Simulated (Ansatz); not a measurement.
Saddle point of BH$_{4}$O$_{2}$F, closed shell (BH₂O₂F ([OH][B]([OH])[F]) + H₂ → BH₃O₂ ([OH][BH][OH]) + HF; bonds formed: B1–H6, F2–H5; bonds broken: B1–F2, H5–H6), PBE0-D4/def2-TZVP structure:

B1  (-0.200, -0.141, 0.126)
F2  (0.324, 1.306, -0.644)
O3  (-1.140, -0.781, -0.614)
O4  (-0.430, 0.062, 1.448)
H5  (1.041, 0.396, -0.520)
H6  (1.095, -0.546, -0.154)
H7  (-0.939, -0.855, -1.547)
H8  (0.249, 0.559, 1.906)
(Å)

Energies are electronic, without zero-point energy. Barriers and step energies count from the start structure reached by relaxing down the imaginary mode; all methods use the PBE0-D4 structures, on which another method's saddle can fall below an end. Ansatz 0.2.0; basis: def2-TZVPP, with def2-QZVPP for the basis limit; cores frozen in the correlated methods. B3LYP uses VWN-RPA correlation. Extrapolation: Hartree–Fock as exp(−7.88 √X), correlation as X^−2.97.

```tsv
method	barrier (kcal/mol)	step energy (kcal/mol)
SPW92	?	25.67
PBE-D4	49.48	25.55
BLYP-D4	54.92	26.99
r2SCAN-D4	53.80	29.11
B97M-V	57.76	29.38
PBE0-D4	?	26.53
B3LYP-D4	?	27.66
r2SCAN0-D4	56.88	29.13
BHLYP-D4	63.07	28.99
CAM-B3LYP-D4	57.91	28.23
wB97X-V	57.27	27.95
wB97M-V	57.05	28.22
B2PLYP	58.77	27.71
PBE-QIDH	57.50	27.58
RPA on PBE	59.08	27.65
HF	75.48	30.85
MP2	58.47	27.90
CCSD	61.98	28.01
CCSD(T)	59.50	27.84
```

Question: Fill in the withheld barriers. (To be estimated.)

Answer: The calculation gives: B3LYP-D4 57.90; SPW92 41.67; PBE0-D4 54.09 kcal/mol. Each is the energy of the saddle less that of the start structure, by the same method.

For comparison, the barrier by CCSD(T) at an estimated basis limit (MP2 extrapolated from triple and quadruple zeta, plus CCSD(T) − MP2 in triple zeta) is 59.62 kcal/mol.

No T1 diagnostic of these runs exceeds 0.014.

Labels in which every atom is bracketed show which atoms are joined, not bond orders.

For scale, one of the runs: CCSD(T)/def2-TZVPP, 180 basis functions, launched by `ansatz run in.yaml --threads 2 --pin off --events-out ev --progress --plain --max-ram 4352MiB`. Time: 65 s of wall clock on 2 CPU threads of an Arm Neoverse V1; the host was shared. Peak host memory: 1.9 GiB.
